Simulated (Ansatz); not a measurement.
`CBCN` + `[AlH3]` → `C[BH][AlH2]` + CH₃NH₂  (formal exchange of groups at a B–C bond)

Program: Ansatz. Geometries: PBE0-D4/def2-TZVP. ΔE: electronic, gas phase. CCSD(T)/CBS adds triple-zeta CCSD(T) − MP2 to the extrapolated MP2 energy (def2 sets, frozen cores). This one scheme is used for every species. DFT in def2-TZVPP. HSE06 is defined as in plane-wave codes. Each species was taken in one conformer, which may not be the lowest.

| level | ΔE (kJ/mol) |
| --- | --- |
| HSE06 | 31.8 |
| CAM-B3LYP | 40.2 |
| HF/def2-SVP | 38.7 |
| HF/def2-QZVPP | 38.6 |

(1) What does CCSD(T)/CBS give? (Best estimate.)

(2) What do rigid-rotor, harmonic-oscillator terms from PBE0-D4/def2-TZVP frequencies (298.15 K, 1 bar) make of the CCSD(T)/CBS value? (An estimate is asked.)

Largest T1 diagnostic among the species: 0.011.

Answers

(1) Computed: +36.3 kJ/mol. The listed levels differ from it by -4.5, 3.9, 2.4, 2.3 kJ/mol.

(2) Ansatz gave: ΔZPE = +10.0 kJ/mol, ΔH = +46.4 kJ/mol, ΔS = 25 J/(mol·K), ΔG = +38.9 kJ/mol.

From BLYP to BHLYP (50 % exact exchange), in def2-TZVPP and without D4, ΔE moves by +7.1 kJ/mol. Leaving LDA and LC-ωPBE aside and taking each functional with its dispersion term where it has one, the values, not all of them listed here, spread over 17.0 kJ/mol, from PBE-D4 to B97M-V. LDA lies +11.9 kJ/mol from PBE without D4.
